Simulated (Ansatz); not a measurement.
A short molecular-dynamics run on C$_{2}$H$_{3}$Cl$_{3}$Sn (`C=[CH][Sn]([Cl])([Cl])[Cl]`).

```yaml
crystal:
  periodic: [false, false, false]
  atoms:
    - {symbol: C, position_ang: [0.187787, -1.689751, 0.296106]}
    - {symbol: C, position_ang: [-0.373435, -0.554101, 0.683342]}
    - {symbol: Sn, position_ang: [-0.009468, 1.229300, -0.368187]}
    - {symbol: Cl, position_ang: [-1.922004, 2.171281, -1.250069]}
    - {symbol: Cl, position_ang: [1.426223, 0.797077, -2.125337]}
    - {symbol: Cl, position_ang: [0.958405, 2.870389, 0.932870]}
    - {symbol: H, position_ang: [0.848004, -1.751457, -0.563576]}
    - {symbol: H, position_ang: [0.005108, -2.616595, 0.833506]}
    - {symbol: H, position_ang: [-1.032120, -0.502542, 1.544446]}
basis:
  gaussian: {orbitals: def2-SVP}
magnetization: {spin_polarized: true, initial_magnetization: 0}
hamiltonian: {xc: {name: revPBE}, dispersion: d3bj}
md: {timestep: 1 fs, n_steps: 50, ensemble: nve, temperature: 1500, initial_velocities: maxwell_boltzmann, seed: 648}
```

```sh
$ ansatz run in.yaml --threads 4 --pin off --events-out ev --progress --plain --max-ram 11315MiB
```

| step | time (fs) | potential energy (eV) | kinetic (eV) | T (K) | conserved (eV) |
| --- | --- | --- | --- | --- | --- |
| 0 | 0.0 | -45506.0312 | 1.3572 | 1500 | -45504.6740 |
| 1 | 1.0 | -45505.9694 | 1.3008 | 1438 | -45504.6686 |
| 2 | 2.0 | -45505.8136 | 1.1519 | 1273 | -45504.6616 |
| 3 | 3.0 | -45505.6667 | 1.0084 | 1114 | -45504.6584 |
| 4 | 4.0 | -45505.5831 | 0.9253 | 1023 | -45504.6577 |
| 5 | 5.0 | -45505.5726 | 0.9130 | 1009 | -45504.6596 |
| 6 | 6.0 | -45505.6035 | 0.9384 | 1037 | -45504.6652 |
| 7 | 7.0 | -45505.5950 | 0.9242 | 1021 | -45504.6708 |
| 8 | 8.0 | -45505.4868 | 0.8232 | 910 | -45504.6636 |
| 9 | 9.0 | -45505.4032 | 0.7523 | 831 | -45504.6508 |
| 10 | 10.0 | -45505.5070 | 0.8446 | 933 | -45504.6624 |
| 11 | 11.0 | -45505.6497 | 0.9771 | 1080 | -45504.6726 |
| 12 | 12.0 | -45505.6690 | 1.0002 | 1105 | -45504.6688 |
| 13 | 13.0 | -45505.5956 | 0.9321 | 1030 | -45504.6635 |
| 14 | 14.0 | -45505.5062 | 0.8460 | 935 | -45504.6602 |
| 15 | 15.0 | -45505.4557 | 0.7974 | 881 | -45504.6583 |
| 16 | 16.0 | -45505.4740 | 0.8149 | 901 | -45504.6591 |
| 17 | 17.0 | -45505.5471 | 0.8826 | 975 | -45504.6644 |
| 18 | 18.0 | -45505.5948 | 0.9227 | 1020 | -45504.6721 |
| 19 | 19.0 | -45505.5217 | 0.8525 | 942 | -45504.6692 |
| 20 | 20.0 | -45505.3984 | 0.7459 | 824 | -45504.6524 |
| 21 | 21.0 | -45505.4492 | 0.7924 | 876 | -45504.6569 |
| 22 | 22.0 | -45505.6173 | 0.9454 | 1045 | -45504.6719 |
| 23 | 23.0 | -45505.6829 | 1.0114 | 1118 | -45504.6715 |
| 24 | 24.0 | -45505.6227 | 0.9578 | 1059 | -45504.6649 |
| 25 | 25.0 | -45505.5257 | 0.8659 | 957 | -45504.6598 |
| 26 | 26.0 | -45505.4725 | 0.8152 | 901 | -45504.6573 |
| 27 | 27.0 | -45505.5033 | 0.8449 | 934 | -45504.6584 |
| 28 | 28.0 | -45505.5994 | 0.9351 | 1033 | -45504.6643 |
| 29 | 29.0 | -45505.6711 | 0.9987 | 1104 | -45504.6724 |
| 30 | 30.0 | -45505.6125 | 0.9423 | 1041 | -45504.6703 |
| 31 | 31.0 | -45505.4789 | 0.8246 | 911 | -45504.6544 |
| 32 | 32.0 | -45505.4856 | 0.8296 | 917 | -45504.6560 |
| 33 | 33.0 | -45505.6165 | 0.9478 | 1047 | -45504.6687 |
| 34 | 34.0 | -45505.6882 | 1.0175 | 1125 | -45504.6707 |
| 35 | 35.0 | -45505.6491 | 0.9826 | 1086 | -45504.6665 |
| 36 | 36.0 | -45505.5535 | 0.8922 | 986 | -45504.6613 |
| 37 | 37.0 | -45505.4815 | 0.8239 | 911 | -45504.6576 |
| 38 | 38.0 | -45505.4899 | 0.8323 | 920 | -45504.6577 |
| 39 | 39.0 | -45505.5754 | 0.9125 | 1008 | -45504.6630 |
| 40 | 40.0 | -45505.6560 | 0.9844 | 1088 | -45504.6715 |
| 41 | 41.0 | -45505.6118 | 0.9387 | 1037 | -45504.6731 |
| 42 | 42.0 | -45505.4410 | 0.7817 | 864 | -45504.6593 |
| 43 | 43.0 | -45505.3410 | 0.6884 | 761 | -45504.6526 |
| 44 | 44.0 | -45505.4067 | 0.7429 | 821 | -45504.6638 |
| 45 | 45.0 | -45505.4847 | 0.8135 | 899 | -45504.6712 |
| 46 | 46.0 | -45505.4516 | 0.7834 | 866 | -45504.6682 |
| 47 | 47.0 | -45505.3376 | 0.6762 | 747 | -45504.6614 |
| 48 | 48.0 | -45505.2408 | 0.5839 | 645 | -45504.6569 |
| 49 | 49.0 | -45505.2309 | 0.5738 | 634 | -45504.6571 |
| 50 | 50.0 | -45505.3041 | 0.6415 | 709 | -45504.6626 |

Velocities are drawn at the set temperature; a run this short doesn't reach equilibrium.

Frames (Å, forces in eV/Å):

```xyz
9
time=0.0 fs
C     0.188   -1.690    0.296    0.295   -0.581   -0.208
C    -0.373   -0.554    0.683   -0.271    0.562    0.181
Sn   -0.009    1.229   -0.368   -0.101   -0.276    0.223
Cl   -1.922    2.171   -1.250   -0.784    0.358   -0.355
Cl    1.426    0.797   -2.125    0.569   -0.199   -0.688
Cl    0.958    2.870    0.933    0.400    0.645    0.542
H     0.848   -1.751   -0.564    0.378   -0.041   -0.491
H     0.005   -2.617    0.834   -0.099   -0.542    0.305
H    -1.032   -0.503    1.544   -0.387    0.074    0.491
9
time=2.0 fs
C     0.192   -1.691    0.285    0.070   -2.576    1.613
C    -0.335   -0.557    0.711   -0.302    1.128   -0.510
Sn   -0.008    1.226   -0.377   -0.335   -0.200    0.645
Cl   -1.916    2.186   -1.251   -0.792    0.343   -0.358
Cl    1.412    0.796   -2.113    0.861   -0.280   -1.055
Cl    0.948    2.868    0.941    0.384    0.609    0.502
H     0.837   -1.702   -0.605    0.098   -0.487    0.012
H     0.007   -2.644    0.993    0.534    1.548   -1.844
H    -1.011   -0.445    1.536   -0.518   -0.087    0.994
9
time=4.0 fs
C     0.196   -1.700    0.279    0.202   -2.139    2.048
C    -0.298   -0.557    0.738   -0.984    1.311   -0.217
Sn   -0.007    1.222   -0.385   -0.580   -0.086    1.088
Cl   -1.912    2.201   -1.252   -0.779    0.318   -0.352
Cl    1.400    0.794   -2.102    1.157   -0.363   -1.429
Cl    0.938    2.867    0.949    0.361    0.563    0.450
H     0.830   -1.671   -0.647   -0.250   -0.756    0.629
H     0.028   -2.617    1.085    0.628    1.540   -2.555
H    -1.008   -0.390    1.563    0.243   -0.388    0.337
9
time=6.0 fs
C     0.200   -1.716    0.280    0.214   -0.100    1.643
C    -0.264   -0.552    0.764   -1.397    1.067   -0.164
Sn   -0.006    1.218   -0.392   -0.835    0.043    1.539
Cl   -1.908    2.217   -1.254   -0.745    0.283   -0.338
Cl    1.388    0.792   -2.093    1.436   -0.442   -1.782
Cl    0.929    2.866    0.958    0.332    0.504    0.388
H     0.813   -1.668   -0.665   -0.303   -0.832    0.769
H     0.073   -2.534    1.083    0.398    0.138   -1.800
H    -0.995   -0.351    1.603    0.900   -0.661   -0.254
9
time=8.0 fs
C     0.206   -1.731    0.285    0.125    3.774   -0.398
C    -0.234   -0.544    0.789   -1.117    0.365   -0.796
Sn   -0.006    1.215   -0.400   -1.083    0.174    1.959
Cl   -1.905    2.233   -1.256   -0.691    0.236   -0.317
Cl    1.378    0.789   -2.085    1.678   -0.511   -2.088
Cl    0.920    2.866    0.967    0.299    0.433    0.317
H     0.786   -1.697   -0.655   -0.013   -0.698    0.245
H     0.131   -2.451    1.018   -0.072   -3.097    1.227
H    -0.950   -0.336    1.635    0.874   -0.676   -0.150
9
time=10.0 fs
C     0.211   -1.735    0.289   -0.378    4.202    0.400
C    -0.208   -0.535    0.811   -0.374   -0.502   -1.764
Sn   -0.006    1.211   -0.406   -1.305    0.312    2.322
Cl   -1.902    2.249   -1.258   -0.619    0.179   -0.289
Cl    1.370    0.786   -2.080    1.870   -0.566   -2.332
Cl    0.911    2.866    0.977    0.262    0.352    0.241
H     0.759   -1.751   -0.638    0.412   -0.407   -0.675
H     0.189   -2.479    0.994   -0.157   -3.139    1.559
H    -0.873   -0.347    1.663    0.289   -0.432    0.537
9
time=12.0 fs
C     0.216   -1.727    0.296   -0.074    0.314    2.880
C    -0.183   -0.528    0.828    0.031   -0.975   -2.131
Sn   -0.006    1.207   -0.412   -1.483    0.472    2.615
Cl   -1.901    2.265   -1.261   -0.535    0.111   -0.254
Cl    1.364    0.782   -2.078    2.001   -0.608   -2.502
Cl    0.903    2.867    0.987    0.223    0.266    0.162
H     0.747   -1.822   -0.643    0.226   -0.050   -0.628
H     0.240   -2.617    1.021   -0.291    0.647   -1.083
H    -0.784   -0.374    1.711   -0.097   -0.176    0.942
9
time=14.0 fs
C     0.220   -1.717    0.310    0.942   -2.129    1.942
C    -0.158   -0.523    0.839   -0.410   -0.878   -1.058
Sn   -0.007    1.204   -0.417   -1.595    0.636    2.824
Cl   -1.899    2.282   -1.264   -0.441    0.032   -0.212
Cl    1.360    0.778   -2.078    2.061   -0.630   -2.588
Cl    0.894    2.867    0.997    0.182    0.174    0.080
H     0.741   -1.894   -0.670   -0.473    0.464    0.432
H     0.280   -2.736    1.013   -0.496    2.387   -1.578
H    -0.697   -0.408    1.792    0.232   -0.056    0.158
9
time=16.0 fs
C     0.228   -1.714    0.331    1.426   -2.994    0.336
C    -0.134   -0.522    0.846   -0.828   -0.666    0.335
Sn   -0.008    1.201   -0.421   -1.631    0.767    2.952
Cl   -1.899    2.298   -1.267   -0.345   -0.048   -0.169
Cl    1.358    0.773   -2.081    2.048   -0.631   -2.585
Cl    0.886    2.868    1.007    0.143    0.089    0.000
H     0.719   -1.948   -0.682   -0.758    0.918    0.888
H     0.301   -2.767    0.947   -0.571    2.463   -0.870
H    -0.601   -0.444    1.878    0.516    0.101   -0.885
9
time=18.0 fs
C     0.240   -1.720    0.353    1.020   -1.141   -1.144
C    -0.113   -0.522    0.854   -0.672   -0.731    0.822
Sn   -0.009    1.198   -0.425   -1.591    0.835    3.006
Cl   -1.899    2.315   -1.270   -0.251   -0.126   -0.128
Cl    1.358    0.767   -2.086    1.962   -0.611   -2.495
Cl    0.879    2.870    1.017    0.110    0.014   -0.076
H     0.668   -1.968   -0.663   -0.469    1.051    0.241
H     0.300   -2.709    0.850   -0.437    0.381    0.904
H    -0.487   -0.476    1.932    0.329    0.328   -1.131
9
time=20.0 fs
C     0.255   -1.729    0.372    0.157    3.068   -2.342
C    -0.094   -0.525    0.864   -0.150   -0.910    0.276
Sn   -0.012    1.195   -0.427   -1.482    0.851    2.981
Cl   -1.899    2.331   -1.274   -0.159   -0.202   -0.089
Cl    1.361    0.760   -2.095    1.810   -0.573   -2.326
Cl    0.871    2.871    1.027    0.080   -0.053   -0.143
H     0.601   -1.948   -0.636    0.057    0.792   -1.040
H     0.284   -2.643    0.790   -0.175   -3.519    3.074
H    -0.360   -0.496    1.946   -0.139    0.546   -0.391
9
time=22.0 fs
C     0.270   -1.729    0.383   -0.187    0.651   -1.100
C    -0.076   -0.531    0.875    0.203   -0.618   -0.462
Sn   -0.014    1.193   -0.428   -1.322    0.856    2.860
Cl   -1.899    2.347   -1.277   -0.074   -0.271   -0.055
Cl    1.365    0.753   -2.106    1.606   -0.516   -2.094
Cl    0.863    2.872    1.037    0.057   -0.113   -0.200
H     0.535   -1.899   -0.647    0.197    0.329   -1.228
H     0.260   -2.692    0.837    0.012   -1.003    1.613
H    -0.239   -0.495    1.945   -0.491    0.685    0.666
9
time=24.0 fs
C     0.285   -1.728    0.391   -0.365   -2.567   -0.659
C    -0.057   -0.539    0.886    0.223   -0.023   -0.041
Sn   -0.018    1.191   -0.428   -1.129    0.864    2.641
Cl   -1.899    2.363   -1.281    0.002   -0.332   -0.024
Cl    1.372    0.746   -2.119    1.365   -0.444   -1.815
Cl    0.856    2.873    1.047    0.037   -0.168   -0.247
H     0.475   -1.837   -0.700    0.024   -0.131    0.182
H     0.237   -2.780    0.944    0.362    2.144   -0.578
H    -0.136   -0.468    1.967   -0.518    0.657    0.542
9
time=26.0 fs
C     0.299   -1.734    0.396   -0.682   -2.795   -0.883
C    -0.037   -0.546    0.896    0.274    0.474    1.005
Sn   -0.021    1.189   -0.428   -0.916    0.852    2.363
Cl   -1.899    2.379   -1.285    0.070   -0.384    0.003
Cl    1.380    0.737   -2.134    1.102   -0.363   -1.505
Cl    0.848    2.874    1.056    0.023   -0.213   -0.283
H     0.417   -1.781   -0.747    0.032   -0.585    1.301
H     0.228   -2.792    1.033    0.581    2.624   -1.488
H    -0.053   -0.416    2.007   -0.483    0.390   -0.513
9
time=28.0 fs
C     0.311   -1.749    0.399   -1.064   -0.940   -0.676
C    -0.016   -0.553    0.909    0.463    0.625    1.146
Sn   -0.025    1.187   -0.426   -0.698    0.804    2.060
Cl   -1.900    2.394   -1.289    0.130   -0.427    0.026
Cl    1.389    0.729   -2.151    0.830   -0.277   -1.179
Cl    0.840    2.874    1.065    0.014   -0.245   -0.310
H     0.360   -1.746   -0.747    0.185   -0.937    1.249
H     0.241   -2.708    1.067    0.624    1.367   -1.280
H     0.012   -0.350    2.029   -0.484    0.030   -1.036
9
time=30.0 fs
C     0.319   -1.766    0.399   -1.246    3.166   -1.013
C     0.006   -0.557    0.925    0.593    0.445    0.085
Sn   -0.029    1.186   -0.424   -0.489    0.727    1.723
Cl   -1.900    2.408   -1.292    0.185   -0.464    0.048
Cl    1.398    0.720   -2.169    0.561   -0.187   -0.848
Cl    0.833    2.875    1.074    0.009   -0.270   -0.326
H     0.311   -1.747   -0.702    0.296   -1.073   -0.004
H     0.277   -2.578    1.058    0.512   -2.144    0.915
H     0.059   -0.282    2.014   -0.422   -0.199   -0.580
9
time=32.0 fs
C     0.323   -1.774    0.396   -1.290    4.561    0.249
C     0.030   -0.560    0.942    0.470    0.202   -1.517
Sn   -0.033    1.185   -0.422   -0.299    0.646    1.345
Cl   -1.900    2.422   -1.296    0.232   -0.494    0.068
Cl    1.409    0.711   -2.188    0.306   -0.097   -0.526
Cl    0.825    2.875    1.083    0.009   -0.289   -0.332
H     0.272   -1.788   -0.659    0.242   -0.997   -1.616
H     0.333   -2.524    1.081    0.584   -3.343    1.859
H     0.089   -0.221    1.978   -0.254   -0.190    0.469
9
time=34.0 fs
C     0.324   -1.768    0.395   -0.827    0.855    2.747
C     0.055   -0.562    0.954    0.164    0.344   -2.186
Sn   -0.038    1.184   -0.419   -0.124    0.594    0.948
Cl   -1.899    2.436   -1.299    0.269   -0.518    0.086
Cl    1.420    0.702   -2.207    0.070   -0.011   -0.227
Cl    0.818    2.874    1.091    0.010   -0.304   -0.331
H     0.242   -1.867   -0.671    0.216   -0.696   -0.889
H     0.410   -2.586    1.164    0.301   -0.026   -1.024
H     0.110   -0.168    1.958   -0.080   -0.238    0.877
9
time=36.0 fs
C     0.321   -1.759    0.402   -0.195   -1.905    1.816
C     0.081   -0.563    0.959   -0.151    1.080   -1.433
Sn   -0.042    1.184   -0.416    0.048    0.564    0.569
Cl   -1.899    2.449   -1.303    0.302   -0.545    0.106
Cl    1.431    0.693   -2.227   -0.146    0.069    0.050
Cl    0.810    2.874    1.098    0.008   -0.320   -0.332
H     0.222   -1.971   -0.713    0.321    0.057    1.209
H     0.499   -2.654    1.214   -0.210    1.621   -2.157
H     0.128   -0.125    1.969    0.023   -0.621    0.171
9
time=38.0 fs
C     0.318   -1.756    0.414    0.320   -3.074    0.656
C     0.107   -0.561    0.960   -0.416    1.640   -0.666
Sn   -0.046    1.183   -0.412    0.207    0.545    0.249
Cl   -1.898    2.461   -1.306    0.335   -0.577    0.129
Cl    1.441    0.684   -2.247   -0.342    0.142    0.305
Cl    0.803    2.873    1.106    0.005   -0.331   -0.338
H     0.213   -2.073   -0.714    0.306    0.799    1.921
H     0.580   -2.664    1.184   -0.520    1.758   -1.775
H     0.146   -0.105    1.987    0.105   -0.901   -0.481
9
time=40.0 fs
C     0.316   -1.762    0.429    0.366   -1.743   -0.065
C     0.131   -0.553    0.958   -0.593    1.267   -0.798
Sn   -0.050    1.183   -0.408    0.342    0.537   -0.002
Cl   -1.896    2.473   -1.309    0.370   -0.613    0.151
Cl    1.452    0.675   -2.266   -0.519    0.205    0.536
Cl    0.796    2.871    1.113    0.004   -0.338   -0.350
H     0.215   -2.146   -0.644    0.087    1.076    0.930
H     0.642   -2.609    1.090   -0.254    0.355   -0.033
H     0.169   -0.119    1.988    0.197   -0.746   -0.369
9
time=42.0 fs
C     0.315   -1.774    0.443   -0.403    2.070   -0.181
C     0.153   -0.542    0.953   -0.703    0.145   -1.538
Sn   -0.055    1.183   -0.405    0.449    0.554   -0.203
Cl   -1.894    2.484   -1.312    0.401   -0.649    0.172
Cl    1.462    0.666   -2.285   -0.676    0.257    0.743
Cl    0.788    2.870    1.119    0.004   -0.342   -0.367
H     0.221   -2.180   -0.544   -0.337    0.598   -1.568
H     0.698   -2.546    0.997    0.970   -2.372    2.608
H     0.199   -0.160    1.977    0.296   -0.261    0.334
9
time=44.0 fs
C     0.313   -1.779    0.457    0.431    1.522    1.315
C     0.173   -0.530    0.944   -0.757   -0.607   -1.566
Sn   -0.059    1.183   -0.401    0.546    0.615   -0.381
Cl   -1.892    2.494   -1.315    0.424   -0.683    0.189
Cl    1.471    0.658   -2.303   -0.812    0.300    0.918
Cl    0.781    2.868    1.125    0.006   -0.342   -0.382
H     0.213   -2.190   -0.499   -0.566    0.189   -2.584
H     0.785   -2.562    0.995    0.387   -1.110    1.881
H     0.240   -0.212    1.978    0.343    0.117    0.610
9
time=46.0 fs
C     0.312   -1.781    0.475    1.748   -1.550    0.462
C     0.191   -0.519    0.930   -0.656   -0.701   -0.320
Sn   -0.062    1.183   -0.398    0.651    0.703   -0.550
Cl   -1.890    2.504   -1.318    0.438   -0.715    0.205
Cl    1.479    0.649   -2.320   -0.927    0.337    1.060
Cl    0.773    2.865    1.131    0.007   -0.336   -0.393
H     0.186   -2.191   -0.545   -0.236    0.723   -0.207
H     0.885   -2.618    1.062   -1.269    1.309   -0.117
H     0.295   -0.259    1.999    0.244    0.230   -0.140
9
time=48.0 fs
C     0.317   -1.787    0.495    1.847   -2.256   -0.931
C     0.207   -0.511    0.915   -0.423   -0.875    0.873
Sn   -0.066    1.184   -0.395    0.755    0.774   -0.701
Cl   -1.886    2.513   -1.320    0.448   -0.744    0.220
Cl    1.486    0.642   -2.336   -1.021    0.371    1.172
Cl    0.766    2.862    1.137    0.007   -0.325   -0.397
H     0.150   -2.165   -0.600    0.165    0.831    1.607
H     0.939   -2.629    1.127   -1.838    1.858   -0.958
H     0.358   -0.298    2.014    0.059    0.366   -0.885
9
time=50.0 fs
C     0.328   -1.799    0.511    1.101   -0.728   -1.509
C     0.221   -0.506    0.903   -0.218   -1.352    1.113
Sn   -0.069    1.184   -0.392    0.846    0.798   -0.821
Cl   -1.883    2.521   -1.322    0.454   -0.768    0.232
Cl    1.492    0.634   -2.351   -1.093    0.400    1.258
Cl    0.758    2.859    1.141    0.012   -0.305   -0.393
H     0.119   -2.109   -0.598    0.354    0.299    1.745
H     0.926   -2.572    1.159   -1.398    1.049   -0.796
H     0.423   -0.323    1.998   -0.057    0.607   -0.829
```

It took 120 s on 4 threads of an Arm Neoverse V2 on a shared host, with 0.22 GiB of host memory at the peak.
